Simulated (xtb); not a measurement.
xtb input (GFN2-xTB):

```bash
xtb mol.xyz --gfn 2 --ohess tight --chrg 0 --uhf 0
```
mol.xyz:
```
10

O      2.67088334    -0.88621578     0.08578951
C      1.35184504    -0.57911222     0.00660498
C      0.28203006    -1.59938713     0.11199203
C     -0.99843978    -1.05027580     0.06628463
Se    -0.99440452     0.74740530    -0.06898447
C      0.92079548     0.73528260    -0.01556391
H      2.75866334    -1.85432521     0.12217961
H      0.49356843    -2.60540604     0.12378033
H     -1.89017020    -1.62138486     0.04983427
H      1.53576872     1.61833675    -0.05589820
```

Output:

```
           -------------------------------------------------
          |                Calculation Setup                |
           -------------------------------------------------

           -------------------------------------------------
          |                 G F N 2 - x T B                 |
           -------------------------------------------------

        Reference                      10.1021/acs.jctc.8b01176
      * Hamiltonian:
        H0-scaling (s, p, d)           1.850000    2.230000    2.230000
        zeta-weighting                 0.500000
      * Dispersion:
        s8                             2.700000
        a1                             0.520000
        a2                             5.000000
        s9                             5.000000
      * Repulsion:
        kExp                           1.500000    1.000000
        rExp                           1.000000
      * Coulomb:
        alpha                          2.000000
        third order                    shell-resolved
        anisotropic                    true
        a3                             3.000000
        a5                             4.000000
        cn-shift                       1.200000
        cn-exp                         4.000000
        max-rad                        5.000000

          ...................................................
          :                      SETUP                      :
          :.................................................:
          :  # basis functions                  34          :
          :  # atomic orbitals                  33          :
          :  # shells                           17          :
          :  # electrons                        32          :
          :  max. iterations                   250          :
          :  Hamiltonian                  GFN2-xTB          :
          :  restarted?                      false          :
          :  GBSA solvation                  false          :
          :  PC potential                    false          :
          :  electronic temp.          300.0000000     K    :
          :  accuracy                    1.0000000          :
          :  -> integral cutoff          0.2500000E+02      :
          :  -> integral neglect         0.1000000E-07      :
          :  -> SCF convergence          0.1000000E-05 Eh   :
          :  -> wf. convergence          0.1000000E-03 e    :
          :  Broyden damping             0.4000000          :
          :  net charge                          0          :
          :  unpaired electrons                  0          :
          ...................................................

 iter      E             dE          RMSdq      gap      omega  full diag
   1    -17.9763215 -0.179763E+02  0.489E+00    3.52       0.0  T
   2    -17.9826013 -0.627978E-02  0.315E+00    3.37       1.0  T
   3    -17.9737489  0.885234E-02  0.233E+00    3.46       1.0  T
   4    -17.9955607 -0.218118E-01  0.424E-01    3.42       1.0  T
   5    -17.9956921 -0.131382E-03  0.196E-01    3.43       1.0  T
   6    -17.9956616  0.305456E-04  0.886E-02    3.41       1.0  T
[...]
     2   6 C        3   6 C                                       1.4237103
     3   6 C        4   6 C                                       1.3561840
     4   6 C        5  34 Se                                      1.8505035
     2   6 C        6   6 C                                       1.3627258
     5  34 Se       6   6 C                                       1.8515643 (max)
     1   8 O        7   1 H                                       0.9639449 (min)
     3   6 C        8   1 H                                       1.0787787
     4   6 C        9   1 H                                       1.0748072
     6   6 C       10   1 H                                       1.0731321

 * 5 distinct bonds (by element types)

   Z      Z             #   av. dist./Å        max./Å        min./Å
   1 H    6 C           3     1.0755727     1.0787787     1.0731321
   6 C    6 C           3     1.3808734     1.4237103     1.3561840
   1 H    8 O           1     0.9639449     0.9639449     0.9639449
   6 C    8 O           1     1.3602423     1.3602423     1.3602423
   6 C   34 Se          2     1.8510339     1.8515643     1.8505035

           -------------------------------------------------
          |               Frequency Printout                |
           -------------------------------------------------
 projected vibrational frequencies (cm⁻¹)
eigval :       -0.00    -0.00    -0.00     0.00     0.00     0.00
eigval :      230.35   345.70   350.42   367.72   406.79   576.44
eigval :      587.41   700.01   726.45   729.88   758.32   821.72
eigval :      949.30  1071.92  1089.94  1146.42  1214.91  1386.22
eigval :     1447.25  1573.51  3087.58  3120.43  3141.96  3533.66
 reduced masses (amu)
   1: 63.89   2: 16.10   3: 62.22   4: 47.85   5: 15.19   6: 17.27   7: 16.95   8:  2.03
   9: 21.26  10: 12.65  11: 34.03  12: 10.56  13: 18.02  14:  2.33  15: 14.04  16:  3.44
  17: 13.59  18:  3.35  19:  9.07  20:  2.59  21:  4.00  22:  4.42  23:  4.72  24: 11.11
  25: 11.56  26: 11.41  27:  1.83  28:  1.89  29:  1.86  30:  1.87
 IR intensities (km·mol⁻¹)
   1:  0.26   2:  0.55   3:  0.03   4:  0.04   5:  0.35   6:  1.75   7:  0.00   8:146.30
   9: 11.15  10:  5.44  11:  0.72  12:  2.29  13:  9.03  14: 25.75  15:  3.71  16: 27.80
  17: 23.58  18:  4.74  19: 28.63  20: 40.67  21: 87.22  22: 22.45  23:135.91  24:195.70
  25: 21.36  26: 93.27  27: 24.59  28: 11.18  29:  6.89  30: 28.64
 Raman intensities (Ä⁴*amu⁻¹)
   1:  0.00   2:  0.00   3:  0.00   4:  0.00   5:  0.00   6:  0.00   7:  0.00   8:  0.00
   9:  0.00  10:  0.00  11:  0.00  12:  0.00  13:  0.00  14:  0.00  15:  0.00  16:  0.00
  17:  0.00  18:  0.00  19:  0.00  20:  0.00  21:  0.00  22:  0.00  23:  0.00  24:  0.00
  25:  0.00  26:  0.00  27:  0.00  28:  0.00  29:  0.00  30:  0.00
 output can be read by thermo (or use thermo option).
 writing <g98.out> molden fake output.
 recommended (thermochemical) frequency scaling factor: 1.0
           -------------------------------------------------
          |             Thermodynamic Functions             |
           -------------------------------------------------

cs  symmetry found (for desy threshold:  0.10E+00) used in thermo

          ...................................................
          :                      SETUP                      :
Note: The following floating-point exceptions are signalling: IEEE_UNDERFLOW_FLAG IEEE_DENORMAL
normal termination of xtb
          :.................................................:
          :  # frequencies                          24      :
          :  # imaginary freq.                       0      :
          :  linear?                             false      :
          :  only rotor calc.                    false      :
          :  symmetry                               cs      :
          :  rotational number                       1      :
          :  scaling factor                  1.0000000      :
          :  rotor cutoff                   50.0000000 cm⁻¹ :
          :  imag. cutoff                  -20.0000000 cm⁻¹ :
          :.................................................:

    mode    ω/cm⁻¹     T·S(HO)/kcal·mol⁻¹    T·S(FR)/kcal·mol⁻¹   T·S(vib)
   ------------------------------------------------------------------------
       1    230.35    -0.55938 ( 99.78%)    -0.60393 (  0.22%)    -0.55948
   ------------------------------------------------------------------------

   temp. (K)  partition function   enthalpy   heat capacity  entropy
                                   cal/mol     cal/K/mol   cal/K/mol   J/K/mol
 298.15  VIB   4.24                 1794.500     15.532      8.890
         ROT  0.221E+06              888.752      2.981     27.439
         INT  0.938E+06             2683.253     18.513     36.329
         TR   0.172E+28             1481.254      4.968     40.849
         TOT                        4164.5067    23.4808    77.1775   322.9108

       T/K    H(0)-H(T)+PV         H(T)/Eh          T*S/Eh         G(T)/Eh
   ------------------------------------------------------------------------
    298.15    0.663656E-02    0.735334E-01    0.366695E-01    0.368638E-01
   ------------------------------------------------------------------------

         :::::::::::::::::::::::::::::::::::::::::::::::::::::
         ::                  THERMODYNAMIC                  ::
         :::::::::::::::::::::::::::::::::::::::::::::::::::::
         :: total free energy         -17.769095694476 Eh   ::
         ::.................................................::
         :: total energy              -17.805959521651 Eh   ::
         :: zero point energy           0.066896802195 Eh   ::
         :: G(RRHO) w/o ZPVE           -0.030032975019 Eh   ::
         :: G(RRHO) contrib.            0.036863827176 Eh   ::
         :::::::::::::::::::::::::::::::::::::::::::::::::::::

optimized geometry written to: xtbopt.xyz

           -------------------------------------------------
          | TOTAL ENERGY              -17.805959521651 Eh   |
          | TOTAL ENTHALPY            -17.732426155562 Eh   |
          | TOTAL FREE ENERGY         -17.769095694476 Eh   |
          | GRADIENT NORM               0.000198841764 Eh/α |
          | HOMO-LUMO GAP               3.448671274103 eV   |
           -------------------------------------------------

------------------------------------------------------------------------
------------------------------------------------------------------------
 total:
 SCF:
 ANC optimizer:
 analytical hessian:
```
